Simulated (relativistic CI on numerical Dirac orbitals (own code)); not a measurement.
# V²⁺ in a cubic cluster: 2p photoemission with charge transfer

Computed with a charge-transfer multiplet model of a cubic metal-ligand cluster with up to one ligand hole, Slater and spin-orbit integrals from Dirac-Coulomb-Breit ions, Slater integrals scaled by 0.9. The ground state mixes d3 with configurations of k ligand holes L, whose averages lie at kΔ + k(k − 1)U_dd/2; a core hole lowers each added d electron by U_cd. 300 K, Lorentzian 0.6 eV and Gaussian 0.8 eV FWHM.

Atomic integrals in eV (Slater integrals scaled, ζ unscaled), ground: F2dd 8.026, F4dd 4.988, zeta_d 0.019; with the core hole: F2dd 9.811, F4dd 6.151, zeta_d 0.036, zeta_core 4.610, F2cd 5.486, G1cd 4.039, G3cd 2.292.

Cluster parameters (eV): Δ = 7.9, U_dd = 6.2, 10Dq = 0.25, 10Dq(ligand) = 0, V(eg) = 1.75, V(t2g) = -0.78, final-state hopping factor = 1.

| Case | n_d | d3 | d4L | S |
| --- | --- | --- | --- | --- |
| U_cd = 6.9 eV | 3.14 | 0.86 | 0.14 | 1.50 |
| U_cd = 7.5 eV | 3.14 | 0.86 | 0.14 | 1.50 |
| U_cd = 8.1 eV | 3.14 | 0.86 | 0.14 | 1.50 |

Weights, n_d and S are thermal averages at 300 K. Binding energies count from the first peak over 30 % of the highest in each spectrum, which can be another peak from case to case. The parameters are a model scan and need not match a compound or its usual spin state. Peaks in eV (height, largest 100):
- U_cd = 6.9 eV: 0.0 (100), 4.2 (23), 8.4 (57), 16.3 (5)
- U_cd = 7.5 eV: 0.0 (100), 4.3 (26), 8.5 (63), 16.3 (7)
- U_cd = 8.1 eV: 0.0 (100), 4.3 (28), 8.5 (68), 16.2 (9)

For the case U_cd = 8.1 eV, Δ = 7.9 eV is larger than U_dd = 6.2 eV, the Mott-Hubbard side of the Zaanen-Sawatzky-Allen scheme. With the core hole the configuration with one ligand hole lies at Δ − U_cd = 1.0, 0.4, -0.2 eV from the one without, in the order of the table; where this is negative the screened configuration lies lower, though the effective hopping of about 3.7 eV (from the holes of the mixed ground state) mixes the two strongly wherever it is as large as the gap.

With at most 1 ligand hole the space is cut while the next configuration still counts, so covalency is underestimated, and a final configuration with one more ligand hole, which can lie low, is missing from the spectra.
